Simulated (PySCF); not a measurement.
**A search over the determinants of NaAs⁺**

Unrestricted PBE0; PySCF, no relativity, basis sets Na pcseg-1, As pcseg-1. Outer shells of the fragments: Na+ closed shells only; As 3d10 4s2 4p3.

Followed along the bond (rough minima from three points):

```json
{"2Ms+1": "4", "unpaired": "σ ↑, π ↑↑", "⟨S²⟩ at the start": "3.75", "R at minimum (Å)": "3.23", "Te (eV)": "0.00"}
{"2Ms+1": "2", "unpaired": "σ ↓, π ↑↑", "⟨S²⟩ at the start": "1.76", "R at minimum (Å)": "3.28", "Te (eV)": "0.69"}
{"2Ms+1": "2", "unpaired": "σ ↑, π ↑↓", "⟨S²⟩ at the start": "1.76", "R at minimum (Å)": "3.26", "Te (eV)": "0.72"}
{"2Ms+1": "2", "unpaired": "π ↑", "⟨S²⟩ at the start": "0.75", "R at minimum (Å)": "3.06", "Te (eV)": "1.19"}
```

Solutions found at the starting distance of 2.850 Å, counted from the lowest of them; the search is not exhaustive and high or unbound solutions are not listed, so other states can lie among these:

```csv
2Ms+1,unpaired,term,E (eV),⟨S²⟩,⟨Lz²⟩,μ (D)
4,"σ ↑, π ↑↑",⁴Σ⁻,0.00,3.75,0.00,-8.44
2,"σ ↓, π ↑↑",mixed,0.71,1.76,0.00,-8.35
2,"σ ↑, π ↑↓",mixed,0.73,1.76,2.01,-8.39
2,π ↑,²Π,1.16,0.75,1.00,-7.78
2,σ ↑,mixed,1.85,0.75,2.00,-8.32
2,π ↑,²Π,2.48,0.75,1.01,-8.65
4,"σ ↑↑, π ↑",⁴Π,5.96,3.75,1.00,2.13
4,π ↑↑↑,⁴Π,8.36,3.75,1.00,2.54
```

A term symbol is given only where ⟨S²⟩ and ⟨Lz²⟩ are close to those of a pure state; real π, δ and φ orbitals otherwise mix terms. A positive dipole points towards As; it is taken about the centre of mass and depends on that origin.

Spin–orbit coupling is left out.
